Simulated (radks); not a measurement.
Q: Coherent X-ray form factor from a spherical all-electron density. Method: non-relativistic Kohn-Sham, LB94 model potential, spin-polarised, spherical densities, point nucleus; computed with a radial shooting solver on a logarithmic mesh with Libxc functionals.

sin(theta)/lambda (1/angstrom)  f0 (electrons)
0.05                                    33.729
0.1                                     32.950
0.15                                    31.751
0.2                                     30.258
0.25                                    28.605
0.3                                     26.910
0.4                                     23.716
0.5                                     20.993
0.6                                     18.696
0.8                                     14.871
1                                       11.749
1.25                                     8.914
1.5                                      7.173
2                                        5.487

The species is in the configuration that NIST lists as its ground one. Which atom or ion scatters so?

A: The zirconium ion Zr6+, [Ar] 3d10 4s2 4p4. Extrapolating in s^2 from the first two rows gives f0(0) = 34.0, near the electron count 34; among species with that count, the fall with angle is slower the higher Z, and the table is that of Z = 40; from so few rows the species is fixed only to a neighbour or two.
